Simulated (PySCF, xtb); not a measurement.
CH3Cl2FOSn, SMILES C[O][Sn]([F])([Cl])[Cl]. Other conformers were not sampled.

Harmonic wavenumbers (cm⁻¹) from GFN2-xTB (xtb) at its own minimum, in rising order: 29, 62, 80, 84, 96, 104, 161, 216, 276, 337, 366, 391, 1015, 1115, 1136, 1392, 1437, 1464, 2940, 2943, 2949.

**Question.** What does B3LYP-D3(BJ)/def2-SVP (PySCF) give at its own minimum? (The exact figures need the calculation; the answer reports its results.)

**Answer.** 40, 87, 100, 115, 141, 149, 184, 263, 368, 403, 571, 642, 1075, 1167, 1180, 1462, 1466, 1480, 2995, 3072, 3105. Paired by order, the mean absolute difference is 70 cm⁻¹ and the zero-point energies are 26.6 and 28.7 kcal/mol.
